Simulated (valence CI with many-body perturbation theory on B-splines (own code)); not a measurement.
# Basis-set convergence for Te²¹⁺

Computed by valence CI with perturbative core correlation (CI+MBPT): three valence electrons over a frozen Dirac-Fock core [Ar] 3d10, radial functions for each j: 9 s, 9 p, 8 d, 6 f, 3 g, 1 h, with the one-electron correlation potential Σ1 (screened to all orders), the two-electron term Σ2, the three-electron term Σ3, Breit, model QED; selected single and double excitations, second order for the rest, scaled by the run's own slope (own B-spline code, finite nucleus).

No measured levels were compared; by estimate levels hold to about 250 cm⁻¹ or 0.2 % of their energy and the worst to 1 %, as in measured heavy ions of charge 2 to 7; those with d or f electrons hold less well.

The reference run has the lowest level (4s^2 4p1/2) J=1/2 and an ionisation energy of 634.275 eV. Its largest variational space holds 9400 state functions.

Levels are named by their leading jj configuration (3d3/2^4 stands for four electrons in 3d with j = 3/2), which in mixed levels can hold well under half, so a name can repeat and another be missing. Letters in brackets count levels of one name in rising energy.

Changed runs:
A. basis 6 s, 6 p, 5 d, 3 f, 1 g
B. basis 5 s, 5 p, 4 d, 2 f

Excitation energies of the reference run in cm⁻¹, and shifts in cm⁻¹:

```tsv
Level	Reference	A	B
(4s^2 4p3/2) J=3/2	111814	-12	-12
(4s 4p1/2^2) J=1/2	363537	-88	-271
(4s 4p1/2 4p3/2) J=3/2 [a]	434636	-148	-466
(4s 4p1/2 4p3/2) J=5/2	465796	-86	-240
(4s 4p1/2 4p3/2) J=3/2 [b]	520376	+38	+231
(4s 4p1/2 4p3/2) J=1/2	552936	+116	+507
(4s 4p3/2^2) J=5/2	575174	-45	-62
(4s 4p3/2^2) J=1/2	664588	+147	+681
(4s 4p3/2^2) J=3/2	672518	+103	+475
(4s^2 4d3/2) J=3/2	794989	+193	+983
(4s^2 4d5/2) J=5/2	814729	+183	+961
(4p1/2^2 4p3/2) J=3/2	911890	-24	-29
Ionisation energy (eV)	634.275	-0.019	-0.062
```
